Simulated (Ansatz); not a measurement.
`CC(C)S[SiH3]` + `O[SiH](F)S` → `CS[SiH](O)F` + `CCS[SiH3]`  (substitution at a C–C bond)

Isolated molecules relaxed with PBE0-D4/def2-TZVP in Ansatz; ΔE leaves out vibrations. CCSD(T)/CBS adds triple-zeta CCSD(T) − MP2 to the extrapolated MP2 energy (def2 sets, frozen cores). This one scheme is used for every species. DFT in def2-TZVPP. Each species was taken in one conformer, which may not be the lowest.

```csv
species,ωB97M-V energy (Eh)
`CC(C)S[SiH3]`,-807.98522
`O[SiH](F)S`,-864.72553
`CS[SiH](O)F`,-904.02584
`CCS[SiH3]`,-768.67735
```

Problem. Work out ΔE.

Solution. ΔE = (-904.02584) + (-768.67735) − (-807.98522) − (-864.72553) = 0.00756 Eh = +19.8 kJ/mol. CCSD(T)/CBS gives +21.4 kJ/mol.

Largest T1 diagnostic among the species: 0.012.

In def2-TZVPP, CCSD(T) changes the Hartree–Fock value by +10.2 kJ/mol (the triples alone add +0.7 kJ/mol) and MP2 by +11.1 kJ/mol. The D4 term adds +4.1 kJ/mol with B3LYP and +2.4 kJ/mol with PBE0; it sums over pairs of atoms, weighted by their polarisabilities, and B3LYP, whose exchange is more repulsive, gets the larger term.

B3LYP here is the variant with VWN-RPA as its local correlation; programs differ in this.
